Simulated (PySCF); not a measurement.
PySCF input file for C₂H₅N, SMILES C=NC (connectivity only; charge and spin as stated), charge +1, multiplicity 2, IEF-PCM-ωB97X/def2-SVP. Geometry: PBE0-D3(BJ)/def2-TZVP. The spin state was assumed, not searched.

```python
import numpy as np
from pyscf import gto, scf, dft
from pyscf.solvent import pcm

mol = gto.M(
    atom='''
    C    -0.04779232   -1.25973493    0.00000000
    N     0.20806051    0.11417965    0.00000000
    C    -0.06635487    1.31223226   -0.00000000
    H     0.37577243   -1.70924215   -0.90167572
    H     0.37577242   -1.70924216    0.90167571
    H    -1.14187709   -1.40437088   -0.00000000
    H    -1.11484846    1.64725100   -0.00000000
    H     0.73364024    2.06136262    0.00000001
    ''',
    basis='def2-SVP',
    charge=1,
    spin=1,
    max_memory=1600,
    verbose=3,
)
mf = dft.UKS(mol, xc='wb97x').density_fit(auxbasis='def2-universal-jkfit')
mf.grids.level = 3
mf.conv_tol = 1e-9
mf.max_cycle = 100
mf.kernel()
fine, coarse = mf.grids, dft.Grids(mol).set(level=1).build(with_non0tab=True)
for _ in range(3):  # follow internal instabilities
    mf.grids = coarse
    mo, _, stable, _ = mf.stability(return_status=True, nroots=4)
    mf.grids = fine
    if stable:
        break
    mf.kernel(mf.make_rdm1(mo, mf.mo_occ))
res = {}
for name, eps in {'water': 78.355, 'methanol': 32.613, 'chloroform': 4.7113}.items():
    s = mf.PCM()
    s.with_solvent.method, s.with_solvent.eps, s.with_solvent.lebedev_order = 'IEF-PCM', eps, 29
    s.kernel(mf.make_rdm1())
    res[name] = (s.e_tot, eps, s.dip_moment(), s.mo_energy, s.converged)
    print(f'{name}: electrostatic solvation free energy {(s.e_tot - mf.e_tot) * 627.509474:.3f} kcal/mol')
```

It prints:

```

WARN: HOMO -0.216803826064238 >= LUMO -0.216803826064237

converged SCF energy = -133.472967537176  <S^2> = 0.76225503  2S+1 = 2.0122177
<class 'pyscf.df.df_jk.DFUKS'> wavefunction is stable in the internal stability analysis

WARN: PCM is an experimental feature. It is still in testing.
Features and APIs may be changed in the future.

converged SCF energy = -133.574458600751  <S^2> = 0.76227874  2S+1 = 2.0122413

WARN: System has nonzero charge 1; the dipole moment is origin-dependent.
Location of origin: [0. 0. 0.]

Dipole moment(X, Y, Z, Debye): -0.64162,  1.29157,  0.00000
water: electrostatic solvation free energy -63.687 kcal/mol

WARN: PCM is an experimental feature. It is still in testing.
Features and APIs may be changed in the future.

converged SCF energy = -133.572620307821  <S^2> = 0.76227863  2S+1 = 2.0122412

WARN: System has nonzero charge 1; the dipole moment is origin-dependent.
Location of origin: [0. 0. 0.]

Dipole moment(X, Y, Z, Debye): -0.63801,  1.28457,  0.00000
methanol: electrostatic solvation free energy -62.533 kcal/mol

WARN: PCM is an experimental feature. It is still in testing.
Features and APIs may be changed in the future.

converged SCF energy = -133.553947073686  <S^2> = 0.76227621  2S+1 = 2.0122388

WARN: System has nonzero charge 1; the dipole moment is origin-dependent.
Location of origin: [0. 0. 0.]

Dipole moment(X, Y, Z, Debye): -0.60888,  1.22097,  0.00000
chloroform: electrostatic solvation free energy -50.815 kcal/mol
```

The run converged.
